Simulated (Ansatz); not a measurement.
CClF₂NSi, SMILES `N#C[Si](F)(F)Cl` at its PBE0-D4/def2-TZVP geometry, where that method's forces vanish. The species carries charge 0 and has multiplicity 1.

```xyz
6

N     2.1327   -0.2432    1.1915
C     1.1153   -0.1325    0.6661
Si   -0.4859    0.0459   -0.1945
F    -1.2266    1.2901    0.4042
F    -1.3397   -1.2367    0.0909
Cl   -0.1957    0.2764   -2.1582
```

(1) What forces (eV/Å) does B3LYP-D4/def2-TZVPP give on these atoms in the Gaussian-basis code of Ansatz? (Estimate.)

## Answers

(1) The calculation gave: 
```
N1   0.051 -0.005  0.025
C2  -0.026  0.001 -0.002
Si3  0.186 -0.018  0.075
F4  -0.112  0.183  0.093
F5  -0.129 -0.190  0.047
Cl6  0.031  0.028 -0.238
```

B3LYP here is the variant with VWN-RPA as its local correlation; programs differ in this.
